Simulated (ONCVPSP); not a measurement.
**Reading a pseudo-wave (potassium)**

Columns: radius, all-electron u(r) and pseudo u(r) of the 3s shell (level -35.34 eV) of potassium in the configuration [Ne] 3s2 3p6 4s1; PBE, scalar-relativistic, ONCV scheme, ONCVPSP 4.0.1.

```json
{"r (bohr)": "0.105", "all-electron": "0.0115", "pseudo": "0.1297"}
{"r (bohr)": "0.210", "all-electron": "-0.4430", "pseudo": "0.2574"}
{"r (bohr)": "0.315", "all-electron": "-0.4557", "pseudo": "0.3810"}
{"r (bohr)": "0.420", "all-electron": "-0.1954", "pseudo": "0.4979"}
{"r (bohr)": "0.525", "all-electron": "0.1430", "pseudo": "0.6051"}
{"r (bohr)": "0.630", "all-electron": "0.4531", "pseudo": "0.6995"}
{"r (bohr)": "0.735", "all-electron": "0.6930", "pseudo": "0.7779"}
{"r (bohr)": "0.840", "all-electron": "0.8558", "pseudo": "0.8378"}
{"r (bohr)": "0.945", "all-electron": "0.9476", "pseudo": "0.8772"}
{"r (bohr)": "1.050", "all-electron": "0.9821", "pseudo": "0.8953"}
{"r (bohr)": "1.155", "all-electron": "0.9737", "pseudo": "0.8926"}
{"r (bohr)": "1.260", "all-electron": "0.9355", "pseudo": "0.8709"}
{"r (bohr)": "1.365", "all-electron": "0.8782", "pseudo": "0.8327"}
{"r (bohr)": "1.470", "all-electron": "0.8102", "pseudo": "0.7817"}
{"r (bohr)": "1.575", "all-electron": "0.7373", "pseudo": "0.7217"}
{"r (bohr)": "1.680", "all-electron": "0.6638", "pseudo": "0.6565"}
{"r (bohr)": "1.785", "all-electron": "0.5924", "pseudo": "0.5898"}
{"r (bohr)": "1.890", "all-electron": "0.5251", "pseudo": "0.5244"}
{"r (bohr)": "1.995", "all-electron": "0.4627", "pseudo": "0.4626"}
{"r (bohr)": "2.100", "all-electron": "0.4058", "pseudo": "0.4058"}
{"r (bohr)": "2.205", "all-electron": "0.3545", "pseudo": "0.3544"}
{"r (bohr)": "2.310", "all-electron": "0.3086", "pseudo": "0.3086"}
{"r (bohr)": "2.415", "all-electron": "0.2679", "pseudo": "0.2679"}
{"r (bohr)": "2.520", "all-electron": "0.2321", "pseudo": "0.2320"}
{"r (bohr)": "2.625", "all-electron": "0.2006", "pseudo": "0.2006"}
{"r (bohr)": "2.730", "all-electron": "0.1730", "pseudo": "0.1730"}
```

**Question.** How many radial nodes do the two functions have?

**Answer.** The all-electron 3s function has n − l − 1 = 2; the pseudo-wave has 0, since the states of the same l below it are removed with the core.

**Question.** At about which radius was the pseudo-wave matched?

**Answer.** 2.10 bohr, where the columns begin to agree (steps of 0.10 bohr).

**Question.** Where does each function peak?

**Answer.** Outermost all-electron maximum near 1.05 bohr, pseudo maximum near 1.05 bohr (to the table’s step).

**Question.** Is the pseudo-wave norm-conserving?

**Answer.** Yes: the ONCV scheme keeps the norm inside the radius equal to the all-electron one, which fixes the energy derivative of the logarithmic derivative at the level.
